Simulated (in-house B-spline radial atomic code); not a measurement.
Results of a calculation; reference values are marked as such.
# Weak and strong correlation along the adiabatic connection

Two-electron singlets in several external potentials (atomic units), by full CI in B-splines with partial waves to l = 8 (correlation energies up to 0.6 % small). The repulsion is scaled by λ at fixed density; W(λ) is the mean repulsion less the Hartree energy, W(0) = E_x, and the area under W from 0 to 1 is E_xc.

One system gave this curve:

```tsv
λ	W (hartree)
0	-0.39534
0.02	-0.39722
0.05	-0.39994
0.12	-0.40594
0.25	-0.41589
0.4	-0.42575
0.6	-0.43679
0.8	-0.44597
1	-0.45374
1.4	-0.46614
2	-0.47956
3	-0.49421
4.5	-0.50742
7	-0.51978
10	-0.5282
```

Question: Which system is it?
A. −Z/r, Z = 1, wall at 1 bohr
B. ω²r²/2 − Z/r, ω = 2.71, Z = -0.5
C. −Z/r, Z = 0.788, wall at 5.89 bohr
D. −Z exp(−kr)/r, Z = 8.46, k = 3.5

Answer: C. The exchange energy sets the size: −Z/r, Z = 0.788, wall at 5.89 bohr: E_x = -0.395, E_c = -0.0339; −Z exp(−kr)/r, Z = 8.46, k = 3.5: E_x = -4.42, E_c = -0.0466; −Z/r, Z = 1, wall at 1 bohr: E_x = -1.87, E_c = -0.0478; ω²r²/2 − Z/r, ω = 2.71, Z = -0.5: E_x = -1.19, E_c = -0.0453 hartree.
